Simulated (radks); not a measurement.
Results of a calculation; reference values are marked as such.
Excited configurations of Fe3+: one electron is placed in a higher orbital outside [Ar] 3d4. The ground configuration is [Ar] 3d5. Level of theory: scalar-relativistic Kohn-Sham, r2SCAN, spin-polarised, spherical densities, finite nucleus; open shells are filled with parallel spins first; meta-GGA in the generalised Kohn-Sham scheme; Fermi nuclear charge, rms radius 3.7377 fm (a radial shooting solver on a logarithmic mesh with Libxc functionals). Excitation = E - E(ground); binding = E(ion) - E, where the ion is the core of charge +4; n* = 4/sqrt(2 binding) in atomic units, and the quantum defect is n - n*.

outer orbital  excitation (eV)  binding (eV)     n*  quantum defect  eigenvalue (eV)  <r> (bohr)
4s                      16.243        39.327  2.353           1.647          -35.226       2.161
4d                      34.824        20.746  3.239           0.761          -17.883       3.245
4f                      41.835        13.735  3.981           0.019          -11.612       4.336
5p                      39.145        16.424  3.641           1.359          -14.714       4.844
6s                      44.051        11.518  4.347           1.653          -10.410       7.199
6f                      49.255         6.315  5.871           0.129           -5.585       11.52
7s                      47.925         7.645  5.336           1.664           -6.926       10.82

The Delta-SCF ionisation energy is 55.570 eV (NIST Atomic Spectra Database: 54.91 eV, measured). Self-interaction in the functional shifts the binding energies and quantum defects, so they are the method's values and not measured ones. Open shells are spherical and high-spin; term and fine-structure splittings are not resolved.
